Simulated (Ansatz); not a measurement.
A nudged elastic band was laid between two geometries of C2H5Te (8 atoms, charge 1, multiplicity 1).

Theory: RKS PBE0-D4/def2-SVP in Ansatz 0.2.0.

| Property | Result |
| --- | --- |
| movable images | 7 |
| climbing image | yes |
| spring | 5.0 eV/Å² |
| optimiser | quadratic models (default) |
| start path | straight line |
| force threshold | 0.05 eV/Å |
| iteration limit | 60 |
| end points | relaxed |

First end point:

```xyz
8
Properties=species:S:1:pos:R:3
C -0.084 1.089 -0.243
C -0.154 -0.344 0.009
Te 1.306 -1.455 0.767
H -0.914 1.582 0.303
H -0.328 1.270 -1.310
H 0.868 1.573 0.010
H -1.091 -0.864 -0.236
H 0.398 -2.852 0.701
```

Last end point:

```xyz
8
Properties=species:S:1:pos:R:3
C 0.239 1.014 -0.410
C -0.035 -0.372 -0.052
Te -0.584 -1.013 1.745
H 0.127 1.746 0.399
H -0.412 1.291 -1.263
H 1.263 1.072 -0.832
H 0.067 -1.136 -0.836
H -0.665 -2.603 1.250
```

Task: Which bonds break or form, and what moves?

Result: No bond is made or broken. The dihedral H6–C1–C2–Te3 goes from 0 to 124°. The two ends are copies of one structure, up to a mirror image or an exchange of like atoms.

Task: What energy profile does the band end with?

Result: It converged. The highest image is number 4 of 0 to 8, 10.8 kJ/mol above the ends, which have the same energy within 2 meV. Another band between the same ends (7 images) ends at a top of the same energy, where a vibrational analysis finds 1 clearly imaginary mode.

```csv
image,path coordinate (Å),energy (kJ/mol),dihedral H6–C1–C2–Te3 (°)
0,0.00,0.0,0
1,0.33,1.4,14
2,0.66,5.0,28
3,0.99,9.0,43
4,1.32,10.8,58
5,1.66,9.0,74
6,1.99,4.9,91
7,2.32,1.3,108
8,2.65,0.0,124
```

Task: What is the geometry of the highest image?

Result: 
```xyz
8
Properties=species:S:1:pos:R:3:forces:R:3
C 0.041 1.055 -0.404 0.00 0.00 0.01
C -0.123 -0.364 -0.069 0.00 -0.01 -0.01
Te 0.519 -1.266 1.584 0.00 0.00 0.00
H -0.415 1.702 0.369 0.00 0.00 0.00
H -0.405 1.293 -1.377 0.00 0.00 0.00
H 1.111 1.340 -0.419 0.00 0.00 0.00
H -0.645 -1.018 -0.781 0.00 0.01 0.01
H -0.083 -2.742 1.097 0.00 0.00 0.00
```

The run took 4.5 min on 1 thread of Arm Neoverse N1 (shared host), peak memory 0.16 GiB.
